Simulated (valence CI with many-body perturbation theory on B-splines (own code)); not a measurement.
# Re⁶¹⁺: electric-dipole lines

Calculated by valence CI with perturbative core correlation (CI+MBPT): four valence electrons over a frozen Dirac-Fock core [Ne], radial functions for each j: 11 s, 11 p, 10 d, 8 f, 5 g, 2 h, with the one-electron correlation potential Σ1, the two-electron term Σ2, the three-electron term Σ3, Breit, model QED; selected CI, second order for the rest, scaled by the run's own slope (own B-spline code, finite nucleus).

The last digits are not significant, and no measured levels were compared; by estimate large intervals hold to a few tenths of a per cent, small ones and those within an open d or f shell to about a per cent. Among the levels kept, up to 590 cm⁻¹ of a level comes from second order outside the variational space, and about a tenth of that is noise between levels of different J, which matters for small intervals.

Lines 151 to 200 of 576 in falling wavelength, among levels below 1821.3 eV, chosen from the strongest by gf and those to the six lowest levels. Wavelengths and rates use the calculated energies. Electric multipoles are in the length gauge with retardation, E1 and E2 with the static RPA response of the core. Weak lines are less certain than strong ones. Lines between different terms over intervals too small for the method are left out, as are lines whose strength nearly cancels. The highest levels of a list are the least certain.

Levels are named by their leading jj configuration (3d3/2^4 stands for four electrons in 3d with j = 3/2), which in mixed levels can hold well under half, so a name can repeat and another be missing. Letters in brackets count levels of one name in rising energy.

| λ vac (nm) | Upper | Lower | A (s⁻¹) | log gf | Branch % |
| --- | --- | --- | --- | --- | --- |
| 3.784 | (3s 3p1/2 3d5/2^2) J=3 [b] | (3s 3p1/2 3p3/2 3d5/2) J=3 [c] | 8.64e+10 | -0.89 | 8.5 |
| 3.783 | (3s 3p1/2 3p3/2 3d5/2) J=4 [b] | (3s 3p1/2 3p3/2^2) J=3 | 2.03e+11 | -0.41 | 57.1 |
| 3.781 | (3p1/2^2 3p3/2 3d5/2) J=2 | (3s 3p1/2 3p3/2 3d3/2) J=2 [a] | 1.00e+11 | -0.97 | 9.6 |
| 3.780 | (3p1/2^2 3p3/2 3d5/2) J=1 | (3p1/2^2 3p3/2^2) J=0 | 2.00e+11 | -0.89 | 17.4 |
| 3.772 | (3p1/2^2 3d3/2 3d5/2) J=4 | (3p1/2^2 3p3/2 3d3/2) J=3 | 2.18e+11 | -0.38 | 48.2 |
| 3.770 | (3p1/2^2 3p3/2 3d5/2) J=3 | (3s 3p1/2 3p3/2 3d3/2) J=2 [b] | 2.93e+11 | -0.36 | 24.4 |
| 3.767 | (3p1/2^2 3d3/2 3d5/2) J=3 | (3p1/2^2 3p3/2 3d3/2) J=2 | 9.89e+10 | -0.83 | 10.2 |
| 3.764 | (3s 3p1/2 3p3/2 3d5/2) J=2 [d] | (3s 3p1/2 3p3/2^2) J=1 [b] | 3.85e+11 | -0.39 | 11.3 |
| 3.761 | (3s 3p1/2^2 3d5/2) J=3 | (3s 3p1/2^2 3p3/2) J=2 | 2.21e+11 | -0.48 | 82.5 |
| 3.758 | (3s^2 3p3/2 3d5/2) J=1 | (3s^2 3p3/2^2) J=0 | 3.55e+11 | -0.65 | 74.4 |
| 3.757 | (3s 3p1/2 3d5/2^2) J=0 | (3s 3p1/2 3p3/2 3d5/2) J=1 [b] | 3.73e+11 | -1.10 | 48.5 |
| 3.757 | (3s 3p1/2 3d3/2 3d5/2) J=4 [c] | (3s 3p1/2 3p3/2 3d3/2) J=3 [c] | 8.94e+10 | -0.77 | 2.7 |
| 3.756 | (3s 3p3/2^2 3d5/2) J=3 [b] | (3s 3p3/2^3) J=2 | 6.03e+10 | -1.05 | 2.0 |
| 3.756 | (3s^2 3d3/2 3d5/2) J=2 | (3s^2 3p3/2 3d3/2) J=1 | 2.20e+11 | -0.63 | 4.6 |
| 3.753 | (3s^2 3p1/2 3d5/2) J=2 | (3s^2 3p1/2 3p3/2) J=1 | 3.12e+11 | -0.48 | 87.2 |
| 3.750 | (3s 3p1/2 3p3/2 3d5/2) J=1 [c] | (3s 3p1/2 3p3/2^2) J=1 [a] | 2.91e+11 | -0.74 | 28.9 |
| 3.749 | (3s^2 3d3/2 3d5/2) J=2 | (3s^2 3p3/2 3d3/2) J=2 | 1.29e+11 | -0.87 | 2.7 |
| 3.748 | (3s 3p1/2 3d3/2 3d5/2) J=4 [a] | (3s 3p1/2 3p3/2 3d3/2) J=3 [a] | 2.32e+11 | -0.36 | 76.1 |
| 3.736 | (3s 3p1/2 3d5/2^2) J=2 [a] | (3s 3p1/2 3p3/2 3d5/2) J=3 [a] | 9.20e+10 | -1.02 | 13.1 |
| 3.731 | (3s 3p1/2 3p3/2 3d5/2) J=3 [d] | (3s 3p1/2 3p3/2^2) J=2 [b] | 4.16e+11 | -0.22 | 20.2 |
| 3.728 | (3s 3p1/2 3p3/2 3d5/2) J=3 [a] | (3s 3p1/2 3p3/2^2) J=2 [a] | 3.35e+11 | -0.31 | 67.8 |
| 3.726 | (3s 3p1/2 3d5/2^2) J=3 [a] | (3s 3p1/2 3p3/2 3d5/2) J=4 [b] | 6.57e+10 | -1.02 | 10.4 |
| 3.725 | (3s 3p3/2^2 3d5/2) J=3 [c] | (3p1/2^2 3p3/2 3d3/2) J=2 | 5.03e+10 | -1.14 | 1.5 |
| 3.724 | (3s 3p1/2 3d3/2 3d5/2) J=2 [c] | (3s 3p1/2 3p3/2 3d3/2) J=1 [b] | 2.08e+11 | -0.66 | 6.5 |
| 3.722 | (3s 3p1/2 3p3/2 3d5/2) J=2 [c] | (3s 3p1/2 3p3/2^2) J=1 [a] | 3.31e+11 | -0.46 | 24.1 |
| 3.721 | (3s 3p1/2 3d5/2^2) J=1 [b] | (3s 3p1/2 3p3/2 3d5/2) J=2 [c] | 1.89e+11 | -0.93 | 20.0 |
| 3.721 | (3s^2 3d3/2 3d5/2) J=1 | (3s^2 3p3/2 3d3/2) J=0 | 1.76e+11 | -0.96 | 3.8 |
| 3.719 | (3s 3p1/2 3p3/2 3d5/2) J=2 [c] | (3s 3p1/2 3p3/2^2) J=2 [b] | 1.36e+11 | -0.85 | 9.9 |
| 3.718 | (3s 3p3/2^2 3d5/2) J=2 [a] | (3s 3p3/2^3) J=2 | 4.63e+11 | -0.32 | 25.4 |
| 3.718 | (3s 3p1/2 3p3/2 3d5/2) J=1 [b] | (3s 3p1/2 3p3/2^2) J=0 | 2.03e+11 | -0.90 | 20.9 |
| 3.717 | (3s 3p1/2 3d3/2 3d5/2) J=3 [a] | (3s 3p1/2 3p3/2 3d3/2) J=2 [a] | 3.15e+11 | -0.34 | 70.6 |
| 3.713 | (3s 3p1/2 3d3/2 3d5/2) J=5 | (3s 3p1/2 3p3/2 3d3/2) J=4 | 2.73e+11 | -0.21 | 85.2 |
| 3.708 | (3s^2 3d3/2 3d5/2) J=1 | (3s^2 3p3/2 3d3/2) J=1 | 1.66e+11 | -0.99 | 3.6 |
| 3.705 | (3p1/2^2 3d5/2^2) J=0 | (3p1/2^2 3p3/2 3d5/2) J=1 | 4.09e+11 | -1.07 | 52.8 |
| 3.704 | (3s^2 3d3/2 3d5/2) J=4 | (3s^2 3p3/2 3d3/2) J=3 | 3.67e+11 | -0.17 | 10.6 |
| 3.697 | (3s 3p1/2 3d3/2 3d5/2) J=1 [a] | (3s 3p1/2 3p3/2 3d3/2) J=1 [a] | 1.37e+11 | -1.08 | 27.6 |
| 3.693 | (3s 3p1/2 3d5/2^2) J=1 [b] | (3s 3p1/2 3p3/2 3d5/2) J=1 [c] | 1.18e+11 | -1.14 | 12.4 |
| 3.690 | (3s 3p3/2^2 3d5/2) J=2 [c] | (3s 3p3/2^3) J=1 | 6.09e+11 | -0.21 | 12.0 |
| 3.689 | (3s 3p1/2 3d5/2^2) J=2 [b] | (3s 3p1/2 3p3/2 3d5/2) J=2 [b] | 1.28e+11 | -0.88 | 14.3 |
| 3.688 | (3s 3p1/2 3d5/2^2) J=3 [a] | (3s 3p1/2 3p3/2 3d5/2) J=3 [b] | 2.38e+11 | -0.47 | 37.6 |
| 3.687 | (3p1/2^2 3d5/2^2) J=4 | (3p1/2^2 3p3/2 3d5/2) J=4 | 9.51e+10 | -0.76 | 16.7 |
| 3.684 | (3s 3p1/2 3d3/2 3d5/2) J=4 [b] | (3s 3p1/2 3p3/2 3d3/2) J=4 | 4.51e+10 | -1.08 | 8.3 |
| 3.672 | (3s 3p1/2 3d3/2 3d5/2) J=2 [a] | (3s 3p1/2 3p3/2 3d3/2) J=1 [a] | 1.90e+11 | -0.72 | 22.2 |
| 3.670 | (3s^2 3d5/2^2) J=0 | (3s^2 3p3/2 3d5/2) J=1 | 7.99e+11 | -0.79 | 91.9 |
| 3.667 | (3s 3p1/2 3d3/2 3d5/2) J=1 [a] | (3s 3p1/2 3p3/2 3d3/2) J=0 [a] | 1.91e+11 | -0.94 | 38.5 |
| 3.653 | (3s 3p1/2 3d3/2 3d5/2) J=4 [c] | (3s 3p1/2 3p3/2 3d3/2) J=3 [b] | 2.43e+11 | -0.36 | 7.2 |
| 3.649 | (3p1/2^2 3d5/2^2) J=2 | (3p1/2^2 3p3/2 3d5/2) J=2 | 2.56e+11 | -0.59 | 39.5 |
| 3.643 | (3s^2 3p3/2 3d5/2) J=3 | (3s^2 3p3/2^2) J=2 | 6.63e+11 | -0.03 | 99.2 |
| 3.629 | (3s 3p3/2^2 3d5/2) J=2 [c] | (3p1/2^2 3p3/2 3d3/2) J=1 | 1.40e+11 | -0.86 | 2.8 |
| 3.628 | (3p1/2^2 3d3/2 3d5/2) J=2 | (3p1/2^2 3p3/2 3d3/2) J=2 | 7.72e+10 | -1.12 | 17.4 |

How does gf follow from A for the line at 3.761 nm?

gf = 1.4992 × (2J+1)_upper × A / σ², with σ = 2658548 cm⁻¹ and 2J+1 = 7: gf = 0.327.
